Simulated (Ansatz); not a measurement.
Program: Ansatz. Geometries: PBE0-D4/def2-TZVP. ΔE: electronic, gas phase. CCSD(T)/CBS adds triple-zeta CCSD(T) − MP2 to the extrapolated MP2 energy (def2 sets, frozen cores). This one scheme is used for every species. DFT in def2-TZVPP. One conformer a species, not always the lowest.

Reaction (ligand exchange at the Si–S bond): `CS[SiH](F)[SiH3]` + H–F → `F[SiH](F)[SiH3]` + CH₃SH

`CS[SiH](F)[SiH3]`:

Cartesian coordinates in Å:
```
C -2.448 0.150 -0.752
S -0.820 0.960 -0.723
Si 0.267 -0.350 0.522
F -0.183 -0.231 2.061
Si 2.529 0.216 0.307
H -2.354 -0.895 -1.044
H -2.934 0.227 0.220
H -3.047 0.677 -1.494
H -0.049 -1.751 0.136
H 3.327 -0.473 1.355
H 2.702 1.685 0.445
H 3.009 -0.214 -1.033
```

H–F:

```xyz
2

F     0.099    0.372    0.252
H    -0.099   -0.372   -0.252
```

`F[SiH](F)[SiH3]`:

Cartesian coordinates in Å:
```
F 0.127 -1.523 1.638
Si -0.598 -0.294 0.928
F -0.575 0.920 1.960
Si 0.584 0.300 -1.005
H -2.015 -0.675 0.727
H 0.579 -0.848 -1.949
H -0.085 1.463 -1.645
H 1.983 0.657 -0.655
```

CH₃SH:

Z-matrix (Å, degrees):
```
C
S 1 1.806
H 1 1.089 2 111.5
H 1 1.089 2 111.5 3 -123.8
H 1 1.090 2 106.2 3 118.1
H 2 1.342 1 97.1 3 61.9
```

CCSD(T)/CBS gives -17.7 kcal/mol.

Q: Another level gave -20.2 kcal/mol. Which?
A. HF/def2-TZVPP
B. PBE-D4/def2-TZVPP
C. CCSD(T)/def2-TZVPP
D. CCSD/def2-TZVPP

A: D. CCSD/def2-TZVPP -20.2, PBE-D4 -15.0, HF/def2-TZVPP -25.7, CCSD(T)/def2-TZVPP -18.8 kcal/mol.

Largest T1 diagnostic among the species: 0.013.

The D4 term adds +3.1 kcal/mol with B3LYP and +1.7 kcal/mol with PBE0; it sums over pairs of atoms, weighted by their polarisabilities, and B3LYP, whose exchange is more repulsive, gets the larger term. In def2-TZVPP, CCSD(T) changes the Hartree–Fock value by +6.9 kcal/mol (the triples alone add +1.4 kcal/mol) and MP2 by +8.3 kcal/mol.

B3LYP here is the variant with VWN-RPA as its local correlation; programs differ in this.
